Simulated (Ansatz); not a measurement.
```yaml
crystal:
  periodic: [false, false, false]
  atoms:
    - {symbol: C, position_ang: [1.183002, 2.306124, -0.490358]}
    - {symbol: C, position_ang: [0.905262, 0.897432, -0.520951]}
    - {symbol: N, position_ang: [0.522739, -0.405879, -0.451328]}
    - {symbol: Sn, position_ang: [-1.003567, -1.102277, 0.565701]}
    - {symbol: H, position_ang: [1.058112, 3.179521, -0.638730]}
    - {symbol: H, position_ang: [1.579620, -0.967154, -0.446646]}
    - {symbol: H, position_ang: [-2.373056, -0.465414, -0.294959]}
    - {symbol: H, position_ang: [-0.787242, -2.727818, 0.400820]}
    - {symbol: H, position_ang: [-1.097248, -0.577842, 2.050727]}
basis:
  gaussian: {orbitals: def2-SVPD}
magnetization: {spin_polarized: true, initial_magnetization: 0}
hamiltonian: {xc: {name: wB97M-V}}
relax: {f_tol: 0.0001, max_steps: 3}
output: {forces: true}
```

```sh
$ ansatz run in.yaml --threads 2 --pin off --events-out ev --progress --plain --max-ram 4352MiB
```

It prints (some lines left out):

```
Functional definition: wB97M-V
1552 factors; integrals over basis functions are off by at most 3.5e-4 eV
496 factors; integrals over basis functions are off by at most 6.3e-7 eV
mean field evaluation 1: about -9460.4823 eV, gradient 2.8e1 eV
mean field evaluation 2: about -9459.1907 eV, gradient 3.4e1 eV
mean field evaluation 4: about -9464.7525 eV, gradient 2.3e0 eV
mean field evaluation 8: about -9464.7976 eV, gradient 7.4e-2 eV
mean field evaluation 16: about -9464.7978 eV, gradient 8.2e-5 eV
mean field -9464.79783432 eV, -347.8249049408 hartree, gradient 1.9e-5 eV, S^2 0.000000; 1 other end points of the search recorded, 0 dependent functions left out
reference -9464.79790357 eV, -347.8249074858 hartree; 23, 23 occupied and 109, 109 virtual orbitals, 1552 factors
relax step   1: F+E_penalty+E_count = -9464.79783432 eV  Δ(F+E_penalty+E_count) = +0.000e0 eV  max|allowed force component| = 2.449e1 eV/Å  Δτ_max = 0.0000 Å  (50 SCF iters, accepted)
1552 factors; integrals over basis functions are off by at most 5.1e-4 eV
496 factors; integrals over basis functions are off by at most 5.1e-7 eV
mean field -9468.25017566 eV, -347.9517761451 hartree, gradient 1.6e-5 eV, S^2 0.000000; 0 other end points of the search recorded, 0 dependent functions left out
reference -9468.25024116 eV, -347.9517785523 hartree; 23, 23 occupied and 109, 109 virtual orbitals, 1552 factors
relax step   2: F+E_penalty+E_count = -9468.25017566 eV  Δ(F+E_penalty+E_count) = -3.452e0 eV  max|allowed force component| = 2.385e0 eV/Å  Δτ_max = 0.1935 Å  (40 SCF iters, accepted)
1552 factors; integrals over basis functions are off by at most 4.5e-4 eV
496 factors; integrals over basis functions are off by at most 4.9e-7 eV
mean field -9468.22369345 eV, -347.9508029419 hartree, gradient 8.1e-6 eV, S^2 0.000000; 0 other end points of the search recorded, 0 dependent functions left out
reference -9468.22375847 eV, -347.9508053311 hartree; 23, 23 occupied and 109, 109 virtual orbitals, 1552 factors
relax step   3: F+E_penalty+E_count = -9468.22369345 eV  Δ(F+E_penalty+E_count) = +2.648e-2 eV  max|allowed force component| = 1.734e0 eV/Å  Δτ_max = 0.1952 Å  (40 SCF iters, rejected (line search))
Error: geometry relaxation did not converge after 3 steps: max|allowed force component| = 2.39e0 eV/Å (threshold 1.0e-4). Raise `relax.max_steps` over both its present limit and 3, loosen `relax.f_tol`, or start from a geometry closer to equilibrium. Where this run's directory can be resumed (`checkpoint.write`), a resume goes on for up to `relax.max_steps` more
```

(1) Something in this input is off. What?

Answers

(1) The relaxation is allowed too few steps for its threshold. The calculation stopped without meeting its thresholds.
